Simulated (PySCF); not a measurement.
# Fe²⁴⁺: ionisation energy

Fe²⁴⁺ 1s2 (1S) → Fe²⁵⁺ 1s1 (2S), as a difference of total energies. Computed with PySCF 2.14 in an even-tempered Gaussian basis (17 s from 26 bohr⁻², ratio 2.2; 7 p from 40 bohr⁻², ratio 2.4; 4 d from 120 bohr⁻², ratio 2.4; 3 f from 180 bohr⁻², ratio 2.4; 3 g from 270 bohr⁻², ratio 2.4), with the spin-free X2C one-electron Hamiltonian (Gaussian nucleus). Correlated levels: nothing frozen; virtual orbitals above 40 to 60 times the deepest correlated orbital energy dropped. The calculations carry no spin-orbit coupling.

```tsv
method	ionisation energy (eV)
UHF	8833.6
LDA	8808.1
PBE	8831.0
PBE0	8831.9
r2SCAN	8835.2
M06-2X	8835.7
revPBE	8834.2
MP2 (all electrons)	8834.9
SCS-MP2 (all electrons)	8835.1
```

For comparison: 8828.2 eV (theoretical estimate listed by NIST; NIST Atomic Spectra Database, ionization energies).
